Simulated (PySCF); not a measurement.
# Spin-rotation constants: SMILES [SiH3]/C=C/[SiH2]P, C2H9PSi2

Cartesian coordinates in Å; atom numbers follow the order of the lines, from 1:
```xyz
14

Si   -2.645    0.500   -0.049
C    -0.779    0.340    0.011
C    -0.127   -0.831    0.125
Si    1.740   -1.002    0.190
P     2.666    1.028   -0.215
H    -3.252   -0.861    0.063
H    -3.136    1.360    1.072
H    -3.079    1.133   -1.332
H    -0.184    1.266   -0.045
H    -0.720   -1.756    0.185
H     2.178   -1.441    1.552
H     2.184   -2.050   -0.783
H     2.558    0.897   -1.634
H     3.997    0.511   -0.174
```

Computed with GIAO B3LYP/6-31++G** magnetisability, rotational g tensor and spin-rotation constants, non-relativistic, gas phase (PySCF 2.14.0). Geometry: PBE0-D3(BJ)/def2-SVP.

Task: Give the nuclear spin-rotation constants along the inertial axes (H = +C I·J) beside the isotropic shieldings.

Result: Rotational constants 4.8860, 0.9008, 0.7793 GHz. A star marks the isotopologue with that one atom substituted, in its own axes.
```csv
atom,isotope,Caa (kHz),Cbb (kHz),Ccc (kHz),mean (kHz),σ (ppm)
P5,31P,3.901,0.813,0.637,1.784,621.0
H6,1H,-0.314,0.017,-0.074,-0.124,27.6
H7,1H,-0.342,-0.063,0.005,-0.133,27.2
H8,1H,-0.370,-0.043,-0.008,-0.141,27.3
H9,1H,-0.164,0.050,-0.088,-0.067,24.4
H10,1H,-0.169,0.054,-0.088,-0.068,24.2
H11,1H,-0.367,-0.057,0.006,-0.139,27.0
H12,1H,-0.332,-0.046,-0.005,-0.128,26.7
H13,1H,-0.530,-0.091,0.008,-0.205,30.0
H14,1H,0.048,-0.083,-0.092,-0.042,29.9
Si1,29Si*,-2.251,-0.436,-0.436,-1.041,455.4
C2,13C*,2.100,0.390,0.084,0.858,50.2
C3,13C*,2.061,0.389,0.095,0.849,48.2
Si4,29Si*,-2.388,-0.439,-0.452,-1.093,442.7
```
For the geometry as given, no vibrational averaging.
